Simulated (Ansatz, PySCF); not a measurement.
CH5AlClNO (SMILES C[O][Al]([NH2])[Cl]), singlet, at a GFN2-xTB geometry (such geometries of metal compounds can be far from the true shape), with bond 9-8 at 1.4 times its length. Base run: CASSCF(6,5)/6-31G (PySCF).

Input for PySCF:
```python
from pyscf import gto, scf, mcscf
import numpy

mol = gto.Mole()
mol.atom = '''
    Al   -0.127669    0.319124    0.179335
    Cl    1.272487   -0.350547    1.482273
    O    -0.394319   -0.535764   -1.203456
    C    -0.711707   -1.168818   -2.406277
    H    -0.553065   -0.485047   -3.243809
    H    -0.078621   -2.049570   -2.542794
    H    -1.758563   -1.482231   -2.400557
    N    -1.060754    1.796188    0.501868
    H    -0.925161    2.612505    1.645027
    H    -1.768362    2.173972   -0.109013
'''
mol.basis = '6-31g'
mol.charge = 0
mol.spin = 0
mol.verbose = 4
mol.build()

mf = scf.RHF(mol)
mf.kernel()
mc = mcscf.CASSCF(mf, 5, 6)
mc.fix_spin_(ss=0.0)
mc.kernel()
occ = numpy.linalg.eigvalsh(mc.fcisolver.make_rdm1(mc.ci, mc.ncas, mc.nelecas))[::-1]
ss = mc.fcisolver.spin_square(mc.ci, mc.ncas, mc.nelecas)[0]
print('natural occupations', occ.round(4), ' <S^2>', round(ss, 4))
```

Programs used: Ansatz (a first-principles code), PySCF; a row that names a program was run with it.

The base run was repeated with changes; each row names its change, and settings that it needs were set with it.

| change | ΔE vs base (mEh) | natural occupations | <S^2> of the state | outcome |
|---|---|---|---|---|
| base | 0.000 | 2.00 1.98 1.98 0.02 0.02 | 0.00 | converged |
| active space = 10 electrons, 8 orbitals | - | - | - | not converged |
| conv_tol = 1e-5 | 0.002 | 2.00 1.98 1.98 0.02 0.02 | 0.00 | converged |
| fix_spin_ = off | 0.000 | 2.00 1.98 1.98 0.02 0.02 | 0.00 | converged |
| orbitals = fixed (CASCI) | 39.968 | 2.00 2.00 2.00 0.00 0.00 | 0.00 | converged |
| orbitals = fixed (CASCI); correction = SC-NEVPT2 | -368.5 | 2.00 2.00 2.00 0.00 0.00 | 0.00 | converged |
| solver = newton | 0.611 | 2.00 1.98 1.98 0.02 0.02 | 0.00 | converged |
| correction = SC-NEVPT2 | -353.0 | 2.00 1.98 1.98 0.02 0.02 | 0.00 | converged |
| code = ansatz; correction = SC-NEVPT2, all electrons | -374.4 | - | - | converged |
| state_average = 2 states | - | - | - | not converged |
| active space = 8 electrons, 6 orbitals | -0.097 | 2.00 2.00 1.98 1.98 0.02 0.02 | 0.00 | converged |

Active orbitals are taken around the Fermi level unless the row says otherwise; CASSCF can end in different local minima, and two programs can end on different orbitals. State-averaged rows give the lowest state.

Ansatz warned in this series: other orbitals give a lower active-space energy.
